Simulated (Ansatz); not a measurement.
C4H9, charge -1, singlet, at a GFN2-xTB geometry (a gas-phase anion, which may not be bound at this level); CASSCF(4,4)/6-31G run with Ansatz (a first-principles code).

The Ansatz input:
Ansatz 0.2 input:
```yaml
crystal:
  periodic: [false, false, false]
  atoms:
    - {symbol: C, position_ang: [0.82950969, 1.91579604, -0.01573161]}
    - {symbol: C, position_ang: [0.74241032, 0.40118335, -0.00743166]}
    - {symbol: C, position_ang: [-0.67838814, -0.24985231, 0.00619992]}
    - {symbol: C, position_ang: [-0.65989620, -1.77811566, 0.01380079]}
    - {symbol: H, position_ang: [-1.67038254, -2.20060116, 0.02329053]}
    - {symbol: H, position_ang: [0.23184841, 2.28121879, 0.87586962]}
    - {symbol: H, position_ang: [0.21891296, 2.27221900, -0.90219641]}
    - {symbol: H, position_ang: [-0.13048174, -2.14530323, 0.89393110]}
    - {symbol: H, position_ang: [-0.14331564, -2.15423237, -0.87017686]}
    - {symbol: H, position_ang: [1.26261169, -0.00150293, -0.89454849]}
    - {symbol: H, position_ang: [1.27549284, 0.00745908, 0.87605360]}
    - {symbol: H, position_ang: [-1.22967161, 0.09886933, -0.87431902]}
    - {symbol: H, position_ang: [-1.21682837, 0.10780496, 0.89107124]}
basis:
  gaussian:
    orbitals: 6-31G
hamiltonian:
  xc: hf
total_charge: -1
magnetization: {spin_polarized: false}
correlation: {active_space: {window: {electrons: 4, orbitals: 4}}}
```

Task: Write the output that Ansatz gives for this input, abridged.

Result: 
```
Functional definition: HF
796 factors; integrals over basis functions are off by at most 2.0e-4 eV
mean field evaluation 1: about -4256.5699 eV, gradient 2.6e1 eV
mean field evaluation 2: about -4256.5650 eV, gradient 2.6e1 eV
mean field evaluation 4: about -4258.8503 eV, gradient 3.0e0 eV
mean field evaluation 8: about -4258.8856 eV, gradient 1.1e-4 eV
mean field -4258.88520417 eV, -156.5111444773 hartree, gradient 2.1e-6 eV, S^2 0.000000; 0 other end points of the search recorded, 0 dependent functions left out
reference -4258.88520417 eV, -156.5111444773 hartree; 17, 17 occupied and 37, 37 virtual orbitals, 796 factors
state -4259.81773370 eV, -156.5454143053 hartree
2 active orbitals were swapped for others, from the solution at -4259.79087086 eV, -156.5444271140 hartree to that at -4259.81773370 eV, -156.5454143053 hartree; typed "places" are swapped only where nearly empty or full, and so, without "given_window_search", are "orbital_numbers", "shells" and a window whose orbitals a file names under [Active]
Total energy: -4259.81773370 eV, -156.5454143053 hartree
```
